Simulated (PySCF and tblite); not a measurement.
The numbers below are computed, except where a source is named.
System: C₈H₁₀O, numbered as in [CH:1]#[C:2][C@@H:3]1[CH2:4][CH:5]=[CH:6][O:7][C@@H:8]1[CH3:9].

Motion: inversion of the 6-membered ring (3–4–5–6–7–8). GFN2-xTB gives an electronic barrier of 8.1 kcal/mol and a reaction energy of 0.9 kcal/mol.

What does CAM-B3LYP/pcSseg-1 + D3(BJ), IEF-PCM benzene give on GFN2-xTB geometries?

A barrier of 10.0 kcal/mol, 1.9 above the tight-binding barrier (from unrounded values), a reaction energy of -0.1 kcal/mol and, with GFN2-xTB thermal terms, ΔG‡(298 K) = 10.4 kcal/mol and k = 1.6×10⁵ s⁻¹ (1 equivalent path).

Programs: tblite and PySCF.
